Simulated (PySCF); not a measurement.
BF2H3OSi.

```xyz
8

B      0.0314     0.9748     0.0000
F      0.7308     2.0960     0.0000
F     -1.2964     1.0707     0.0000
O      0.6480    -0.2192     0.0000
Si     0.0144    -1.7817     0.0000
H     -0.8136    -1.9855     1.2211
H     -0.8136    -1.9855    -1.2211
H      1.1755    -2.7063     0.0000
```

Geometry optimised at r2SCAN-D4/def2-SVP. Other conformers were not sampled.

Level of theory: PySCF with HF/pcSseg-1. Non-relativistic, no solvent.

Computed absolute GIAO shielding of each atom: isotropic value and principal components (ppm):
| atom | σ(iso) | σ11 | σ22 | σ33 | span |
|---|---|---|---|---|---|
| B1 | 100.6 | 91.1 | 91.8 | 119.0 | 27.9 |
| F2 | 336.4 | 229.5 | 385.3 | 394.5 | 165.0 |
| F3 | 335.3 | 223.9 | 390.9 | 391.2 | 167.3 |
| O4 | 285.3 | 202.7 | 318.5 | 334.8 | 132.1 |
| Si5 | 429.5 | 399.9 | 408.8 | 479.9 | 80.1 |
| H6 | 27.1 | 24.0 | 25.7 | 31.7 | 7.7 |
| H7 | 27.1 | 24.0 | 25.7 | 31.7 | 7.7 |
| H8 | 27.2 | 24.0 | 25.5 | 32.2 | 8.2 |
